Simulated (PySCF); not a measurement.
C4H5B.
SMILES: `BC(=C)C#C`

Method used: PySCF, PBE0-D3(BJ)/def2-SVP geometry optimisation, gas phase.

Masses are those of the commonest isotopes; rigid-rotor values at the optimised geometry. 

Problem. What are A, B and C (GHz)?

Solution. Ia = 49.40, Ib = 127.07, Ic = 176.46 u·Å²; 505379 MHz·u·Å²/I gives 10231, 3977 and 2864 MHz, that is A = 10.231, B = 3.9771, C = 2.8640 GHz.

Problem. What kind of rotor is it?

Solution. An asymmetric top: κ = (2 × 3977 − 10231 − 2864)/(10231 − 2864) = -0.70.

Problem. Is it planar, by Δ = Ic − Ia − Ib?

Solution. Planar: Δ = Ic − Ia − Ib = 0.00 u·Å². For a rigid frame Δ = −2 Σ m c², so it vanishes when all atoms lie in the ab plane; here none is more than 0.04 Å from it.

Problem. Predict some low-J microwave lines.

Solution. The dipole components are |μa| = 0.18 D, |μb| = 1.16 D, |μc| = 0.00 D. Intensities carry the squares of the components, which stand as 0.02 : 1.00 : 0.00 (a : b : c). Some of the stronger lines:

```
type  branch         J(Ka,Kc)    MHz  lower level (cm⁻¹)
   b       R  5(2,3) ← 4(3,2)   3595               4.337
   b       R  2(0,2) ← 1(1,1)   7292               0.437
   b       Q  4(1,3) ← 4(0,4)  13898               2.218
   b       R  3(0,3) ← 2(1,2)  14716               0.856
   b       Q  5(2,3) ← 5(1,4)  16954               3.892
   b       R  2(1,2) ← 1(0,1)  18823               0.228
   b       R  5(1,4) ← 4(2,3)  21124               3.187
   b       Q  2(2,1) ← 2(1,2)  22102               0.856
   b       Q  3(2,2) ← 3(1,3)  23852               1.482
   b       R  3(1,3) ← 2(0,2)  24050               0.680
   b       R  4(1,4) ← 3(0,3)  28952               1.347
   b       Q  5(3,2) ← 5(2,3)  31263               4.457
   b       Q  4(3,2) ← 4(2,3)  34483               3.187
   b       Q  5(4,2) ← 5(3,3)  47392               5.491
   b       Q  4(4,1) ← 4(3,2)  47458               4.337
   b       Q  5(5,0) ← 5(4,1)  61012               7.072
   b       R  5(2,3) ← 4(1,4)  64294               2.313
   b       R  5(3,2) ← 4(2,3)  69341               3.187
   b       R  4(4,0) ← 3(3,1)  75066               3.416
   b       R  5(4,1) ← 4(3,2)  81971               4.337
   b       R  5(5,0) ← 4(4,1)  95525               5.920
```

Not checked by PBE0-D3(BJ)/def2-SVP frequencies. Zero-point vibration and centrifugal distortion are left out. Quadrupole hyperfine structure (11B) is left out.
